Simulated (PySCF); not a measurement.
BLYP on Li⁻ (lithium, charge -1), [He] 2s2, closed-shell 1S. All numbers are calculated (PySCF 2.14, the spin-free X2C one-electron Hamiltonian (Gaussian nucleus), in x2c-TZVPPall with one added diffuse shell each of s, p type (6s4p1d, 23 functions)).

```
cycle= 1 E= -7.49845546339987  delta_E= -0.00245  |g|= 0.0125  |ddm|= 0.21
cycle= 2 E= -7.49757700246195  delta_E= 0.000878  |g|= 0.0185  |ddm|= 0.465
cycle= 3 E= -7.4993603268868  delta_E= -0.00178  |g|= 0.000686  |ddm|= 0.277
cycle= 4 E= -7.49936137883845  delta_E= -1.05e-06  |g|= 3.22e-05  |ddm|= 0.0059
cycle= 5 E= -7.49936138512976  delta_E= -6.29e-09  |g|= 2.9e-06  |ddm|= 0.000777
cycle= 6 E= -7.49936138516916  delta_E= -3.94e-11  |g|= 1.45e-07  |ddm|= 2.69e-05
converged SCF energy = -7.49936138516916  <S^2> = -3.1086245e-15  2S+1 = 1
```

Highest occupied orbital energy: 1.090 eV; ⟨L²⟩ = 0.00; populations by l: s 4.00, p 0.00, d 0.00.

**Question.** Can this result be used?

**Answer.** With care. Self-consistency was reached. At BLYP the highest occupied level has a positive energy, so only the finite basis holds that electron; in a semilocal or global hybrid functional this comes from self-interaction and does not mean that the real anion is unbound.
